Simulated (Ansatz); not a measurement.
Wavefunction ladder for `B[CH](Cl)[GaH2]`

```tsv
atom	x (Å)	y (Å)	z (Å)
B1	-1.3632	0.3201	0.0843
C2	-0.3241	-0.6466	0.5100
Cl3	0.2917	-1.9159	-0.6341
Ga4	1.2835	0.3736	-0.2925
H5	-1.7309	1.1054	0.9126
H6	-1.7449	0.3880	-1.0450
H7	-0.0818	-0.9521	1.5207
H8	2.5648	0.1762	0.5679
H9	1.1049	1.1513	-1.6240
```

Charge 0, multiplicity 1. Correlated methods include outer-core shells of Ga, which these sets cover unevenly. Scalar relativity is left out up to krypton. All single points use the PBE0-D4/def2-TZVP geometry. Frozen core, restricted reference, Ansatz.

```csv
basis,HF (Eh),MP2 corr.
def2-SVP,-2447.73001,-0.58191
def2-TZVPP,-2448.20990,-0.70514
def2-QZVPP,-2448.26608,-0.98973
```

Problem. Estimate the CCSD correlation energy and the (T) correction in each basis where they were run (hartree).

Solution. 
```json
{"basis": "def2-SVP", "CCSD corr.": "-0.61814", "(T)": "-0.02006"}
{"basis": "def2-TZVPP", "CCSD corr.": "-0.74366", "(T)": "-0.03258"}
```
